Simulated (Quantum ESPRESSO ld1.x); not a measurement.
Species: Pr IV. Configuration: [Kr] 4d10 4f3 5s1 5p6 (not the ground configuration). Method: Dirac Kohn-Sham, PBE, spin-unpolarised, spherical densities, point nucleus; open shells are shared between the two j in proportion to 2j + 1; computed with ld1.x of Quantum ESPRESSO 7.5.

Normalised radial functions P(r) = r R(r) (large component), r in bohr:

| r | 5s1/2 | 4f5/2 | 4f7/2 |
|---|---|---|---|
| 0.003619 | 0.0965 | 0.0000 | 0.0000 |
| 0.005575 | 0.1244 | 0.0000 | 0.0000 |
| 0.008587 | 0.1469 | 0.0000 | 0.0000 |
| 0.01333 | 0.1467 | 0.0001 | 0.0000 |
| 0.02054 | 0.0970 | 0.0002 | 0.0002 |
| 0.03163 | -0.0228 | 0.0011 | 0.0011 |
| 0.04873 | -0.1811 | 0.0050 | 0.0047 |
| 0.07505 | -0.2353 | 0.0198 | 0.0190 |
| 0.1165 | -0.0047 | 0.0700 | 0.0678 |
| 0.1795 | 0.3297 | 0.2011 | 0.1966 |
| 0.2765 | 0.1531 | 0.4571 | 0.4495 |
| 0.4259 | -0.4542 | 0.7809 | 0.7720 |
| 0.6613 | -0.2316 | 0.9632 | 0.9573 |
| 1.019 | 0.7289 | 0.8440 | 0.8440 |
| 1.569 | 0.9099 | 0.5495 | 0.5541 |
| 2.417 | 0.3570 | 0.2498 | 0.2549 |
| 3.753 | 0.0412 | 0.0645 | 0.0670 |
| 5.78 | 0.0010 | 0.0067 | 0.0072 |

5s1/2: eigenvalue -64.629 eV, 4 radial nodes at r = 0.0296, 0.117, 0.308, 0.736 bohr, <r> = 1.48 bohr, 90 % of the charge inside 2.12 bohr. 4f5/2: eigenvalue -27.521 eV, 0 radial nodes, <r> = 1.06 bohr, 90 % of the charge inside 1.82 bohr. 4f7/2: eigenvalue -27.150 eV, 0 radial nodes, <r> = 1.07 bohr, 90 % of the charge inside 1.84 bohr.
